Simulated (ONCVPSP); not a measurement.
## Plane-wave convergence, ONCV potential for Cr (Z = 24)

ONCVPSP 4.0.1 input, shortened (lines: element, Z, core and valence counts, functional; n l f; lmax; l rc ep ncon nbas qcut; lloc lpopt rc5 dvloc0; l nproj debl; icmod fcfact rcfact), PBE, scalar-relativistic:

```
  Cr 24.00    5    2        4      upf
    1    0    2.00
    2    0    2.00
    2    1    6.00
    3    0    2.00
    3    1    6.00
    3    2    5.00
    4    0    1.00
    2
    0    3.00    0.00    4    8    2.40
    1    3.10    0.03    4    8    2.10
    2    2.20    0.00    4    9    6.80
    4    5    1.60    6.00
    0    2    1.80
    1    1    3.50
    2    2    0.80
    2    0.70    1.10
```

In the p channel the program set the typed energies aside and used 0.050 Ha.

For each optimised wave give the share of its norm inside rc, the residual kinetic energy above qcut (Ha) and the cutoffs (Ha) for errors of 10, 1, 0.1 and 0.01 mHa per electron.

| wave | norm inside rc | residual KE | 10 mHa | 1 mHa | 0.1 mHa | 0.01 mHa |
| --- | --- | --- | --- | --- | --- | --- |
| 4s | 0.433 | 4.4e-04 | 1.2 | 2.5 | 9.1 | 18.6 |
| s projector 2 | 0.237 | 9.5e-02 | 6.2 | 21.8 | 26.1 | 31.9 |
| p projector 1 | 0.440 | 5.0e-04 | 0.8 | 1.6 | 9.7 | 19.7 |
| 3d | 0.815 | 1.7e-05 | 15.8 | 18.7 | 21.1 | 33.9 |
| d projector 2 | 0.218 | 6.7e-05 | 16.6 | 19.9 | 23.1 | 51.8 |

The occupied waves need 19 Ha and 21 Ha for 1 and 0.1 mHa. 1 of 4 tests not solved or not reliable.
